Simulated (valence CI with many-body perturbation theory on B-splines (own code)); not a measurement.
**E1 transitions of Te39+**

Level of theory: configuration interaction combined with many-body perturbation theory (CI+MBPT): three valence electrons over a frozen Dirac-Fock core [Ne], radial functions for each j: 11 s, 11 p, 10 d, 8 f, 5 g, 2 h, with the one-electron correlation potential Σ1 (screened to all orders), the two-electron term Σ2, the three-electron term Σ3, Breit, model QED; selected single and double excitations, second order for the rest, scaled by the run's own slope (own B-spline code, finite nucleus).

The last digits are not significant, and no measured levels were compared; by estimate large intervals hold to a few tenths of a per cent, small ones and those within an open d or f shell to about a per cent.

Lines 151 to 200 of 571 in falling wavelength, among levels below 100.33 Ry, chosen from the strongest by gf and those to the six lowest levels. Wavelengths and rates use the calculated energies. Electric multipoles are in the length gauge, E1 and E2 with the static RPA response of the core. Weak lines are less certain than strong ones. Lines between different terms over intervals too small for the method are left out, as are lines whose strength nearly cancels. Where a level lies close to another of its J and parity, the split of strength between their lines is uncertain. The highest levels of a list are the least certain.

Levels are named by their leading jj configuration (3d3/2^4 stands for four electrons in 3d with j = 3/2), which in mixed levels can hold well under half, so a name can repeat and another be missing. Letters in brackets count levels of one name in rising energy.

```
λ vac (nm)                          Upper                          Lower   A (s⁻¹)  S (a.u.) with core polarisation  S without
     7.933      (3p3/2 3d5/2^2) J=7/2 [a]          (3p3/2^2 3d3/2) J=5/2  8.06e+10                         1.59e-01   1.62e-01
     7.933             (3s 3d5/2^2) J=7/2     (3s 3p3/2 3d5/2) J=5/2 [b]  1.82e+11                         3.59e-01   3.66e-01
     7.926  (3p1/2 3d3/2 3d5/2) J=3/2 [b]  (3p1/2 3p3/2 3d3/2) J=1/2 [b]  2.69e+10                         2.65e-02   2.70e-02
     7.924      (3p1/2 3p3/2 3d5/2) J=1/2          (3p1/2 3p3/2^2) J=1/2  1.12e+11                         5.48e-02   5.59e-02
     7.924     (3s 3d3/2 3d5/2) J=7/2 [a]     (3s 3p3/2 3d3/2) J=5/2 [a]  6.25e+10                         1.23e-01   1.25e-01
     7.901  (3p3/2 3d3/2 3d5/2) J=7/2 [c]             (3s 3d5/2^2) J=5/2  4.80e+10                         9.34e-02   9.53e-02
     7.873  (3p1/2 3p3/2 3d5/2) J=7/2 [a]     (3s 3p1/2 3d5/2) J=5/2 [b]  1.63e+10                         3.15e-02   3.21e-02
     7.870  (3p3/2 3d3/2 3d5/2) J=9/2 [b]          (3p3/2^2 3d3/2) J=7/2  6.90e+10                         1.66e-01   1.69e-01
     7.868          (3d3/2^2 3d5/2) J=1/2          (3p3/2 3d3/2^2) J=1/2  6.64e+10                         3.19e-02   3.25e-02
     7.859         (3p3/2 3d5/2^2) J=11/2         (3s 3d3/2 3d5/2) J=9/2  1.24e+11                         3.58e-01   3.65e-01
     7.856      (3p1/2 3d3/2 3d5/2) J=1/2  (3p1/2 3p3/2 3d3/2) J=1/2 [a]  7.92e+10                         3.79e-02   3.86e-02
     7.851      (3d3/2 3d5/2^2) J=5/2 [b]  (3p3/2 3d3/2 3d5/2) J=7/2 [c]  2.22e+10                         3.18e-02   3.24e-02
     7.851      (3d3/2 3d5/2^2) J=3/2 [a]  (3p3/2 3d3/2 3d5/2) J=5/2 [b]  3.31e+10                         3.16e-02   3.22e-02
     7.850      (3p1/2 3d3/2 3d5/2) J=9/2      (3p1/2 3p3/2 3d3/2) J=7/2  5.10e+10                         1.22e-01   1.24e-01
     7.850             (3s 3d5/2^2) J=5/2     (3s 3p3/2 3d5/2) J=7/2 [a]  3.17e+10                         4.53e-02   4.62e-02
     7.850      (3p3/2 3d5/2^2) J=3/2 [a]      (3p3/2^2 3d5/2) J=5/2 [a]  1.16e+11                         1.11e-01   1.13e-01
     7.845  (3p3/2 3d3/2 3d5/2) J=9/2 [b]          (3p3/2^2 3d5/2) J=9/2  5.79e+10                         1.38e-01   1.41e-01
     7.832  (3p3/2 3d3/2 3d5/2) J=3/2 [c]      (3p3/2^2 3d3/2) J=3/2 [a]  7.89e+10                         7.48e-02   7.63e-02
     7.830          (3p3/2^2 3d5/2) J=9/2     (3s 3p3/2 3d5/2) J=7/2 [b]  2.13e+11                         5.05e-01   5.15e-01
     7.828      (3d3/2^2 3d5/2) J=5/2 [b]  (3p3/2 3d3/2 3d5/2) J=5/2 [a]  2.55e+10                         3.63e-02   3.70e-02
     7.827      (3d3/2^2 3d5/2) J=5/2 [b]  (3p3/2 3d3/2 3d5/2) J=3/2 [a]  4.07e+10                         5.78e-02   5.89e-02
     7.819         (3s 3p3/2 3d5/2) J=1/2             (3s 3p3/2^2) J=1/2  1.28e+11                         6.02e-02   6.14e-02
     7.819          (3p3/2^2 3d5/2) J=3/2                (3p3/2^3) J=3/2  1.85e+11                         1.74e-01   1.78e-01
     7.817  (3p1/2 3d3/2 3d5/2) J=5/2 [a]  (3p1/2 3p3/2 3d3/2) J=5/2 [a]  3.40e+10                         4.81e-02   4.90e-02
     7.805      (3p3/2 3d5/2^2) J=3/2 [b]      (3p3/2^2 3d5/2) J=5/2 [b]  8.69e+10                         8.16e-02   8.31e-02
     7.800  (3p3/2 3d3/2 3d5/2) J=5/2 [c]          (3p3/2^2 3d3/2) J=5/2  6.30e+10                         8.85e-02   9.02e-02
     7.798  (3p1/2 3d3/2 3d5/2) J=7/2 [b]  (3p1/2 3p3/2 3d5/2) J=7/2 [a]  3.93e+10                         7.35e-02   7.49e-02
     7.791          (3p1/2 3d5/2^2) J=5/2  (3p1/2 3p3/2 3d5/2) J=5/2 [a]  4.95e+10                         6.94e-02   7.07e-02
     7.777      (3d3/2 3d5/2^2) J=7/2 [b]          (3p3/2 3d5/2^2) J=9/2  1.91e+10                         3.55e-02   3.62e-02
     7.769  (3p3/2 3d3/2 3d5/2) J=3/2 [c]             (3s 3d5/2^2) J=3/2  6.10e+10                         5.64e-02   5.75e-02
     7.754  (3p1/2 3d3/2 3d5/2) J=3/2 [a]  (3p1/2 3p3/2 3d3/2) J=3/2 [a]  3.83e+10                         3.53e-02   3.60e-02
     7.752          (3p3/2 3d5/2^2) J=1/2          (3p3/2^2 3d5/2) J=1/2  6.33e+10                         2.91e-02   2.97e-02
     7.741      (3p3/2 3d5/2^2) J=5/2 [b]      (3p3/2^2 3d5/2) J=5/2 [a]  9.17e+10                         1.26e-01   1.28e-01
     7.740                (3d5/2^3) J=9/2          (3p3/2 3d5/2^2) J=9/2  8.36e+10                         1.91e-01   1.95e-01
     7.737          (3d3/2^2 3d5/2) J=3/2          (3p3/2 3d3/2^2) J=3/2  5.89e+10                         5.39e-02   5.49e-02
     7.728          (3p3/2^2 3d3/2) J=5/2     (3s 3p3/2 3d3/2) J=5/2 [b]  2.09e+10                         2.85e-02   2.91e-02
     7.723         (3s 3p1/2 3d3/2) J=1/2     (3s 3p1/2 3p3/2) J=3/2 [a]  3.23e+09                         1.47e-03   1.50e-03
     7.722             (3s 3d5/2^2) J=5/2     (3s 3p3/2 3d3/2) J=3/2 [b]  2.59e+10                         3.54e-02   3.60e-02
     7.720          (3p3/2^2 3d5/2) J=7/2     (3s 3p3/2 3d5/2) J=5/2 [a]  6.51e+10                         1.18e-01   1.21e-01
     7.720  (3p1/2 3p3/2 3d5/2) J=5/2 [b]          (3p1/2 3p3/2^2) J=5/2  3.28e+10                         4.48e-02   4.57e-02
     7.719      (3p3/2^2 3d5/2) J=5/2 [a]     (3s 3p3/2 3d5/2) J=3/2 [b]  1.08e+11                         1.47e-01   1.50e-01
     7.719  (3p3/2 3d3/2 3d5/2) J=7/2 [a]     (3s 3d3/2 3d5/2) J=5/2 [a]  8.05e+10                         1.46e-01   1.49e-01
     7.716     (3s 3p3/2 3d5/2) J=5/2 [b]             (3s 3p3/2^2) J=3/2  1.77e+11                         2.41e-01   2.46e-01
     7.710      (3p3/2 3d5/2^2) J=5/2 [a]          (3p3/2^2 3d5/2) J=7/2  2.25e+10                         3.06e-02   3.12e-02
     7.709      (3p3/2 3d5/2^2) J=7/2 [b]             (3s 3d5/2^2) J=7/2  7.94e+10                         1.44e-01   1.46e-01
     7.700     (3s 3p1/2 3d5/2) J=5/2 [a]     (3s 3p1/2 3p3/2) J=3/2 [a]  6.65e+10                         8.99e-02   9.16e-02
     7.695                (3d5/2^3) J=3/2  (3p3/2 3d3/2 3d5/2) J=3/2 [c]  2.61e+10                         2.34e-02   2.39e-02
     7.686     (3s 3p1/2 3d3/2) J=3/2 [b]     (3s 3p1/2 3p3/2) J=3/2 [a]  7.45e+09                         6.68e-03   6.80e-03
     7.685         (3s 3d3/2 3d5/2) J=9/2         (3s 3p3/2 3d5/2) J=9/2  1.34e+10                         3.00e-02   3.06e-02
     7.682         (3s 3d3/2 3d5/2) J=9/2         (3s 3p3/2 3d3/2) J=7/2  1.26e+11                         2.83e-01   2.88e-01
```
